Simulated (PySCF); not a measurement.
Compound: C2H8OSi3.
Structure used (PBE0-D3(BJ)/def2-SVP), in Å, numbered top down from 1:
```xyz
14
C2H8OSi3 angstrom
Si     3.2795    0.1231   -0.7356
C      1.6627    0.0146    0.1300
C      0.5839   -0.0578    0.7055
Si    -1.0432   -0.1785    1.5523
O     -2.2569    0.0843    0.4637
Si    -2.6694    0.0643   -1.1452
H      3.0576   -0.0168   -2.2036
H      4.1685   -0.9732   -0.2545
H      3.9085    1.4435   -0.4451
H     -1.1160    0.8548    2.6189
H     -1.1680   -1.5417    2.1389
H     -4.0014    0.7165   -1.2842
H     -2.7507   -1.3428   -1.6396
H     -1.6565    0.8085   -1.9509
```

Computed with PBE0-D3(BJ)/def2-SVP geometry optimisation, gas phase in PySCF.

Masses are those of the commonest isotopes; rigid-rotor values at the optimised geometry. The values belong to one conformer with, in the numbering `[SiH3:1][C:2]#[C:3][SiH2:4][O:5][SiH3:6]`, C3–Si4–O5–Si6 22°.

(1) What are A, B and C (cm⁻¹)?

(2) Classify the top.

(3) What does the inertial defect say?

(4) Give the other two planar moments, Paa and Pbb, and the rms extents of the mass along the axes.

(5) Predict some low-J microwave lines.

## Answers

(1) Ia = 161.60, Ib = 729.69, Ic = 872.61 u·Å²; 505379 MHz·u·Å²/I gives 3127, 692.6 and 579.2 MHz, that is A = 0.10432, B = 0.02310, C = 0.01932 cm⁻¹.

(2) A near-prolate asymmetric top: κ = (2 × 692.6 − 3127 − 579.2)/(3127 − 579.2) = -0.91.

(3) Not planar: Δ = Ic − Ia − Ib = -18.68 u·Å². For a rigid frame Δ = −2 Σ m c², so Σ m c² = 9.34 u·Å² lies off the ab plane: 8.98 from hydrogen and 0.36 from heavier atoms. The atom farthest from that plane is 1.48 Å away.

(4) Paa = Σ m a² = (Ib + Ic − Ia)/2 = 720.35 and Pbb = Σ m b² = (Ia + Ic − Ib)/2 = 152.26 u·Å². With the mass M = 131.99 u, the rms extents √(P/M) along a, b and c are 2.34, 1.07, 0.27 Å.

(5) The dipole components are |μa| = 0.60 D, |μb| = 0.41 D, |μc| = 0.13 D. The squared components, which scale the intensities, stand as 1.00 : 0.47 : 0.05 (a : b : c). Some lines, for components of 0.1 D or more:

| type | branch | J(Ka,Kc) | MHz | lower level (cm⁻¹) |
| --- | --- | --- | --- | --- |
| b | Q | 4(1,3) ← 4(0,4) | 3106 | 0.422 |
| b | R | 5(0,5) ← 4(1,4) | 4311 | 0.488 |
| a | R | 4(0,4) ← 3(0,3) | 5049 | 0.254 |
| a | R | 4(2,3) ← 3(2,2) | 5084 | 0.587 |
| c | R | 2(1,1) ← 1(0,1) | 5205 | 0.042 |
| a | R | 5(2,4) ← 4(2,3) | 6350 | 0.757 |
| a | R | 5(4,1) ← 4(4,0) | 6367 | 1.754 |
| a | R | 5(3,2) ← 4(3,1) | 6373 | 1.173 |
| c | Q | 3(2,2) ← 3(1,2) | 7136 | 0.349 |
| b | Q | 3(2,2) ← 3(1,3) | 7817 | 0.326 |
| b | R | 2(2,1) ← 1(1,0) | 9961 | 0.127 |
| c | R | 3(2,1) ← 2(1,1) | 11139 | 0.216 |
| b | R | 3(2,1) ← 2(1,2) | 11479 | 0.205 |
| c | Q | 5(3,3) ← 5(2,3) | 12357 | 0.973 |
| b | Q | 4(3,1) ← 4(2,2) | 12413 | 0.758 |
| b | R | 3(3,1) ← 2(2,0) | 16271 | 0.460 |
| b | Q | 4(4,1) ← 4(3,2) | 17433 | 1.172 |
| c | R | 4(4,1) ← 3(3,1) | 22528 | 1.003 |
| b | R | 5(5,1) ← 4(4,0) | 28782 | 1.754 |

Whether it is a minimum is left open (no frequencies). No vibrational averaging or centrifugal distortion is included, and the geometry carries the error of its method. A rigid rotor knows nothing of internal rotation, which can split or shift real lines.
